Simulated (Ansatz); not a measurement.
ClGeH3S, SMILES `[SH][GeH2][Cl]`, relaxed with RKS PBE0-D4/def2-TZVP in the Gaussian-basis code of Ansatz from a PBE-D4/def2-SVP geometry. The force threshold is 0.005 eV/Å; the program also tests the step.

Total charge 0; spin multiplicity 1.

Start:

```xyz
6

S     0.247   -1.220   -1.292
Ge   -0.321    0.100    0.416
Cl   -0.460    2.192   -0.200
H     1.533   -0.768   -1.325
H     0.732    0.056    1.550
H    -1.730   -0.362    0.851
```

```json
{"step": "1", "energy (eV)": "-79912.7832", "largest force (eV/Å)": "0.473", "largest move (Å)": "0.000"}
{"step": "2", "energy (eV)": "-79912.8044", "largest force (eV/Å)": "0.200", "largest move (Å)": "0.041"}
{"step": "3", "energy (eV)": "-79912.8055", "largest force (eV/Å)": "0.087", "largest move (Å)": "0.050"}
{"step": "4", "energy (eV)": "-79912.8070", "largest force (eV/Å)": "0.051", "largest move (Å)": "0.026"}
{"step": "5", "energy (eV)": "-79912.8070", "largest force (eV/Å)": "0.017", "largest move (Å)": "0.002"}
{"step": "6", "energy (eV)": "-79912.8070", "largest force (eV/Å)": "0.002", "largest move (Å)": "0.002"}
```

End:

```xyz
6

S     0.250   -1.195   -1.282
Ge   -0.323    0.093    0.413
Cl   -0.455    2.156   -0.202
H     1.520   -0.759   -1.306
H     0.729    0.053    1.525
H    -1.721   -0.348    0.852
```

Run time 17 s (2 threads of a server CPU on a shared host); peak host memory 0.37 GiB.
